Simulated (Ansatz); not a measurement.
Correlation energies of `C[NH][AlH][SH]` by basis set

Cartesian coordinates in Å:
```
C 0.403 0.773 -1.084
N -0.729 0.198 -0.393
Al -0.822 -0.801 1.059
S 0.980 -1.376 2.161
H 0.367 1.869 -1.106
H 0.484 0.420 -2.118
H 1.333 0.496 -0.581
H -1.601 0.430 -0.847
H -2.230 -1.290 1.573
H 1.814 -0.719 1.337
```

Total charge 0; spin multiplicity 1. Geometry: relaxed with PBE0-D4/def2-TZVP. It is one conformer, not always the lowest. Frozen core, restricted reference, Ansatz. CBS rows extrapolate triple and quadruple zeta; past MP2 they add the triple-zeta difference.

```
     basis     HF (Eh)  MP2 corr.  CCSD corr.       (T)  CCSD(T) total
  def2-SVP  -735.05824   -0.50882    -0.55992  -0.01512     -735.63328
def2-TZVPP  -735.39180   -0.64685    -0.69381  -0.02777     -736.11338
def2-QZVPP  -735.41505   -0.69511           –         –              –
 CBS(def2)  -735.41825   -0.73086    -0.77781     as TZ     -736.22383
```
